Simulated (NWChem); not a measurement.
System: CH4OSi, singlet; SMILES CO[SiH]

NWChem input:

```
start job
memory heap 200 mb stack 900 mb global 1100 mb
geometry units angstroms noautosym nocenter noautoz
  Si     0.004520     1.237511     0.000000
  H     -1.523319     0.927822     0.000000
  O      0.524170    -0.340099     0.000000
  C     -0.181358    -1.551092     0.000000
  H      0.091597    -2.139776    -0.890777
  H      0.091597    -2.139776     0.890777
  H     -1.274108    -1.385528     0.000000
end
basis spherical
  * library def2-svp
end
dft
  xc pbe0
  iterations 150
end
cosmo
  do_cosmo_smd true
  solvent water
end
task dft energy
```

Parts of the log:

```
             Northwest Computational Chemistry Package (NWChem) 7.3.0
             --------------------------------------------------------

                             Geometry "geometry" -> ""
                             -------------------------

 Output coordinates in angstroms (scale by  1.889725989 to convert to a.u.)

  No.       Tag          Charge          X              Y              Z
 ---- ---------------- ---------- -------------- -------------- --------------
    1 Si                  14.0000     0.00452000     1.23751100     0.00000000
    2 H                    1.0000    -1.52331900     0.92782200     0.00000000
    3 O                    8.0000     0.52417000    -0.34009900     0.00000000
    4 C                    6.0000    -0.18135800    -1.55109200     0.00000000
    5 H                    1.0000     0.09159700    -2.13977600    -0.89077700
    6 H                    1.0000     0.09159700    -2.13977600     0.89077700
    7 H                    1.0000    -1.27410800    -1.38552800     0.00000000

 Effective nuclear repulsion energy (a.u.)     100.3280280475

                                 NWChem DFT Module
                                 -----------------

 Summary of "ao basis" -> "ao basis" (spherical)
 ------------------------------------------------------------------------------
       Tag                 Description            Shells   Functions and Types
 ---------------- ------------------------------  ------  ---------------------
 Si                         def2-svp                 8       18   4s3p1d
 H                          def2-svp                 3        5   2s1p
 O                          def2-svp                 6       14   3s2p1d
 C                          def2-svp                 6       14   3s2p1d

 in cosmo_initialize ...
 calling solv_data for solv:h2o

 solvent parameters
 solvname_short: h2o
 solvname_long:  water
 dielec:       78.4000
 dielecinf:     1.7769
 aqueous SMD model solvent descriptors
 dielec:       78.4000
 sola:          0.8200

          ---------------
          -cosmo- solvent
          ---------------
 Cosmo: York-Karplus, doi: 10.1021/jp992097l
 dielectric constant -eps-     =  78.40
 screen = (eps-1)/(eps    )    =   0.98724
 surface charge correction     = lagrangian

   van der Waals surface
 --------------------------

[...]

                                COSMO-SMD solvation results
                                ---------------------------

             internal energy in gas <Psi(g)|H|Psi(g)> =      -404.762996778107
         internal energy in solvent <Psi(s)|H|Psi(s)> =      -404.762302849345
                               delta internal energy  =         0.000693928762 (    0.44 kcal/mol)
   total free energy in solvent <Psi(s)|H+V/2|Psi(s)> =      -404.768255531511
 polarization energy contribution <Psi(s)|V/2|Psi(s)> =        -0.005952682167 (   -3.74 kcal/mol)
    total free energy in solvent including G(SMD-CDS) =      -404.764666736438
                       G(SMD-CDS) energy contribution =         0.003588795073 (    2.25 kcal/mol)
     1 M fixed-concentration free energy of solvation =        -0.001669958332 (   -1.05 kcal/mol)

                       DFT Final Molecular Orbital Analysis
                       ------------------------------------

 Vector   14  Occ=2.000000D+00  E=-3.293548D-01
              MO Center=  4.6D-02, -5.4D-01,  1.3D-07, r^2= 2.3D+00
   Bfn.  Coefficient  Atom+Function         Bfn.  Coefficient  Atom+Function
  ----- ------------  ---------------      ----- ------------  ---------------
    27      0.458865  3 O  px                30      0.355084  3 O  px
    62      0.256659  7 H  s                 41     -0.221465  4 C  px
    28     -0.180990  3 O  py                 9      0.146627  1 Si py
    63      0.147144  7 H  s                 52     -0.124357  5 H  s
    57     -0.124358  6 H  s                  4      0.112400  1 Si s

 Vector   15  Occ=2.000000D+00  E=-3.281303D-01
              MO Center=  2.6D-01, -8.1D-01, -1.3D-07, r^2= 2.0D+00
   Bfn.  Coefficient  Atom+Function         Bfn.  Coefficient  Atom+Function
  ----- ------------  ---------------      ----- ------------  ---------------
    29      0.474574  3 O  pz                32      0.371122  3 O  pz
    43     -0.268323  4 C  pz                52      0.236723  5 H  s
    57     -0.236722  6 H  s                 13      0.148107  1 Si pz
    10      0.134167  1 Si pz                53      0.117291  5 H  s
    58     -0.117291  6 H  s                 46     -0.102522  4 C  pz

 Vector   16  Occ=2.000000D+00  E=-2.480627D-01
              MO Center= -4.8D-02,  1.4D+00, -2.2D-09, r^2= 2.5D+00
   Bfn.  Coefficient  Atom+Function         Bfn.  Coefficient  Atom+Function
  ----- ------------  ---------------      ----- ------------  ---------------
     3      0.398171  1 Si s                  4      0.367861  1 Si s
    19     -0.283877  2 H  s                 20     -0.272580  2 H  s
    12      0.253124  1 Si py                 2      0.234744  1 Si s
     8      0.231935  1 Si px                11      0.224264  1 Si px
     9      0.201170  1 Si py                 5     -0.123914  1 Si px

 Vector   17  Occ=0.000000D+00  E=-7.240129D-02
              MO Center=  1.0D-03,  1.2D+00,  6.0D-11, r^2= 2.7D+00
   Bfn.  Coefficient  Atom+Function         Bfn.  Coefficient  Atom+Function
  ----- ------------  ---------------      ----- ------------  ---------------
    13      0.722581  1 Si pz                10      0.388154  1 Si pz
    32     -0.252880  3 O  pz                29     -0.248237  3 O  pz
     7     -0.206950  1 Si pz                53     -0.078016  5 H  s
    58      0.078016  6 H  s                 52     -0.047789  5 H  s
    57      0.047789  6 H  s                 46     -0.041747  4 C  pz

[...]
```

Level: PBE0/def2-SVP, SMD on the gas-phase geometry. Low-valent species are run as closed-shell singlets; no triplet was tried in these runs. The geometry was optimised at PBE0/def2-SVP. Solvent: water.
